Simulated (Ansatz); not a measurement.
A run for Ansatz (an electronic-structure program): R-PBE0/def2-TZVPPD on C2H8Ge (a complex). Files ending in .json are basis or fitting sets from the Basis Set Exchange.

Ansatz 0.2 input:
```yaml
crystal:
  periodic: [false, false, false]
  atoms:
    - {symbol: C, position_ang: [0.37314402, 0.25876232, 0.06213617]}
    - {symbol: C, position_ang: [-0.34393599, -0.83910783, 0.24960452]}
    - {symbol: H, position_ang: [-0.07468209, 1.17791070, -0.29574088]}
    - {symbol: H, position_ang: [1.43727313, 0.28469253, 0.26315393]}
    - {symbol: H, position_ang: [0.10391927, -1.75658241, 0.61181444]}
    - {symbol: H, position_ang: [-1.40888836, -0.86497179, 0.05307955]}
    - {symbol: Ge, position_ang: [-0.01795136, 0.34725735, 3.80615653]}
    - {symbol: H, position_ang: [-0.02131715, 1.69753831, 3.07697718]}
    - {symbol: H, position_ang: [1.22983790, -0.45370827, 3.40845054]}
    - {symbol: H, position_ang: [-1.28029510, -0.44411936, 3.43827659]}
    - {symbol: H, position_ang: [0.00387972, 0.59053613, 5.32567852]}
basis:
  gaussian:
    orbitals: def2-TZVPPD.json
hamiltonian:
  xc: {name: PBE0}
scf: {lower_state_search: off}
```

Task: Give the final energy of this run.

Result: -2157.6338 hartree.
